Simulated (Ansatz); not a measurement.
Start from `FB1B[SiH2]1` and change one atom or group to get `NB1B[SiH2]1`.

Ansatz, PBE0-D4/def2-TZVP geometries, multiplicity 1. Each molecule was computed in one conformer, which needn't be the lowest.

| property | `FB1B[SiH2]1` |
| --- | --- |
| HOMO energy (ωB97M-V/def2-TZVPP) / eV | -8.35 |
| HOMO–LUMO gap (PBE0/def2-TZVPP) / eV | 4.53 |
| ideal-gas entropy at 298 K and 1 bar (rigid rotor, harmonic PBE0-D4/def2-TZVP) / J/(mol·K) | 307 |
| size of the dipole moment (ωB97M-V/def2-TZVPP) / D | 1.10 |
| LUMO energy (PBE/def2-TZVPP) / eV | -2.69 |
| LUMO energy (B3LYP/def2-TZVPP) / eV | -2.08 |

(1) Give the same properties after the change, and the shifts. (An estimate is asked.)

## Answers

(1) The calculation gave: 
```csv
property,`NB1B[SiH2]1`,shift
HOMO energy (ωB97M-V/def2-TZVPP) / eV,-7.86,0.49
HOMO–LUMO gap (PBE0/def2-TZVPP) / eV,4.36,-0.17
"ideal-gas entropy at 298 K and 1 bar (rigid rotor, harmonic PBE0-D4/def2-TZVP) / J/(mol·K)",322,15
size of the dipole moment (ωB97M-V/def2-TZVPP) / D,3.76,2.66
LUMO energy (PBE/def2-TZVPP) / eV,-2.38,0.31
LUMO energy (B3LYP/def2-TZVPP) / eV,-1.76,0.32
```

With PBE0 the HOMO rises by 0.48 eV and the LUMO rises by 0.32 eV, so the gap narrows by about 0.16 eV. PBE moves the HOMO by 0.44 eV and ωB97M-V by 0.49 eV. The zero-point energy changes by 63.1 kJ/mol with +6 modes. Dipoles are sizes alone; their direction can turn.

B3LYP here is the variant with VWN-RPA as its local correlation; programs differ in this.
